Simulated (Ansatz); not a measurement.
Geometry optimisation, Ansatz, RKS revPBE/def2-SVP.

Input:

```yaml
crystal:
  periodic: [false, false, false]
  atoms:
    - { symbol: Ge, position_ang: [-0.779179, 0.080204, -0.551189] }
    - { symbol: Cl, position_ang: [2.65927, 0.845884, -0.303647] }
    - { symbol: H, position_ang: [-0.102709, 0.259981, -1.940686] }
    - { symbol: H, position_ang: [-2.317919, -0.089841, -0.758131] }
    - { symbol: C, position_ang: [-0.065552, -1.409589, 0.514783] }
    - { symbol: H, position_ang: [1.710108, 1.413728, 0.416207] }
    - { symbol: O, position_ang: [-0.543694, 1.592519, 0.494236] }
    - { symbol: H, position_ang: [-0.768353, -2.269024, 0.438375] }
    - { symbol: H, position_ang: [0.041686, -1.097949, 1.575667] }
    - { symbol: H, position_ang: [0.931328, -1.719107, 0.133754] }
    - { symbol: H, position_ang: [-0.764886, 2.393195, -0.019368] }
basis:
  gaussian: { orbitals: def2-SVP }
hamiltonian:
  xc: revpbe
relax:
  f_tol: 0.03
  max_steps: 50
output:
  orbitals: {}
```

Run as:

```bash
$ ansatz run input.yaml --threads 2 --pin off --max-ram 3072MiB --backend cpu --events-out ev --progress --plain --runs-dir out
```

Question: Where does it end, and by what steps?

Answer: The forces met the threshold. After 11 steps the energy has fallen by 0.220 eV; H9 moved furthest, 0.58 Å.

| step | energy less start (eV) | largest force component (eV/Å) | accepted |
| --- | --- | --- | --- |
| 0 | 0.0000 | 0.299 | yes |
| 1 | -0.0719 | 0.865 | yes |
| 2 | -0.1424 | 0.479 | yes |
| 3 | -0.1756 | 0.344 | yes |
| 4 | -0.1893 | 0.128 | yes |
| 5 | -0.1860 | 0.474 | no |
| 6 | -0.1994 | 0.047 | yes |
| 7 | -0.2073 | 0.100 | yes |
| 8 | -0.2101 | 0.366 | yes |
| 9 | -0.2164 | 0.105 | yes |
| 10 | -0.2177 | 0.293 | yes |
| 11 | -0.2200 | 0.029 | yes |

```xyz
11
Properties=species:S:1:pos:R:3
Ge -0.900 0.023 -0.515
Cl 2.869 1.174 0.052
H -0.525 0.014 -2.027
H -2.445 0.139 -0.348
C -0.107 -1.453 0.495
H 1.568 1.426 0.221
O -0.160 1.532 0.259
H -0.411 -2.423 0.054
H -0.443 -1.412 1.549
H 0.996 -1.367 0.461
H -0.443 2.346 -0.200
```

The run took 23 s on 2 threads of AMD EPYC 7R13 Processor (Zen 3), on a shared host, peak memory 0.18 GiB.
